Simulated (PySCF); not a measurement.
Ir(Cp)(C2H4)2, C9H13Ir, singlet at its GFN2-xTB optimised geometry (Å):

```
23

Ir    -0.1089    -0.1252     0.0000
C      2.2377    -0.1252     0.0000
C      1.8183     0.9307     0.8064
C      1.0310     1.8131     0.0000
C      1.0516     1.3378    -1.3299
C      1.7169     0.0925    -1.3143
H      2.9002    -0.9253     0.2855
H      2.0963     1.1021     1.8329
H      0.6823     2.7864     0.3137
H      0.6711     1.8483    -2.1976
H      1.9838    -0.4880    -2.1853
C     -0.5261    -2.2082     0.0341
C     -1.0407    -1.6418    -1.1613
H      0.3918    -2.7864    -0.0179
H     -1.2257    -2.5870     0.7723
H     -2.1160    -1.5976    -1.2978
H     -0.5029    -1.8051    -2.0903
C     -1.3723     0.1406     1.6872
C     -2.0188     0.6419     0.5271
H     -1.7813    -0.7368     2.1765
H     -0.9332     0.8489     2.3837
H     -2.0631     1.7163     0.3760
H     -2.9002     0.1252     0.1608
```

Computed with PySCF with PBE0/def2-SVP, def2 effective core potentials past Kr. The core electrons that the potentials of Ir replace are not part of the density. Cells within 0.4 Å of a nucleus heavier than hydrogen are left out (blank, or x).

Map of the electrostatic potential (hartree/e), clipped to [-0.08, 0.12] on the plane z = 0.0 Å:

```
|000000111111111111111111111|
|000000111111111111111110000|
|000000111111122221111000000|
|000000111111223321110000000|
|000000111111247852100000000|
|000000111111269994100000000|
|000001122111279999300000000|
|000001378310169999910000000|
|000001599710189xx9930000000|
|000001699811399xx9962000000|
|000002999956999999994100000|
|000138999999999999999300000|
|001299999999999999999920000|
|001399999999xx9999xx9941111|
|001269954799xx99999x9962111|
|001123211499999999999994211|
|000111101499999944799994211|
|000000012699998200249963211|
|00000001299xx99200123432211|
|00000000299xx99921112222111|
|000000001599999961111111111|
|000000000269999952111111111|
|000000000012248631111111111|
|000000000000001211111111111|
|000000000000000111111111111|
|000000000000000000011111111|
|000000000000000000001111111|
```
Scale: ten equal steps from -0.012 (start of '0') to 0.120 (end of '9'), in the order '0123456789'; x runs from -5.00 to 5.00, y from -5.00 (bottom) to 5.00 (top).
